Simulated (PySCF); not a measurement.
Species: C2H6Cl2Sn.
Bonds: C1–Sn2, Sn2–C3, Sn2–Cl4, Sn2–Cl5. Hydrogens: H6, H7, H8 on C1; H9, H10, H11 on C3.

Method: PySCF, PBE0-D3(BJ)/def2-SVP geometry optimisation, gas phase, def2 core potentials past Kr.

How far are the bound atoms from Sn2?

4 atoms: C3 2.128 Å, C1 2.131 Å, Cl4 2.353 Å, Cl5 2.353 Å. The nearest atom not counted as bound is H9, at 2.67 Å (others tie with it).

List the angles at Sn2.

| angle | degrees | distance of the outer atoms (Å) |
| --- | --- | --- |
| C1–Sn2–C3 | 123.8 | 3.76 |
| C1–Sn2–Cl4 | 107.5 | 3.62 |
| C1–Sn2–Cl5 | 106.5 | 3.60 |
| C3–Sn2–Cl5 | 106.4 | 3.59 |
| C3–Sn2–Cl4 | 105.8 | 3.58 |
| Cl4–Sn2–Cl5 | 105.6 | 3.75 |

What is the shape at Sn2?

Distorted tetrahedral: angles from 105.6° to 123.8°; τ4 = (360° − α − β)/141° = 0.91 with α and β the two widest (0 for a square, 1 for a tetrahedron).

What are the other bond lengths?

C1–H6 and 5 like bonds 1.098 Å.

What are the rotational constants (commonest isotopes, rigid rotor)?

A = 1873, B = 1390, C = 1250 MHz: an asymmetric top.

Charge 0, singlet. No frequency check.

Time: 64 s of wall time; peak memory 0.52 GiB. Hardware: an Arm Neoverse V2 with one thread, shared host. That covers the optimisation of the geometry.
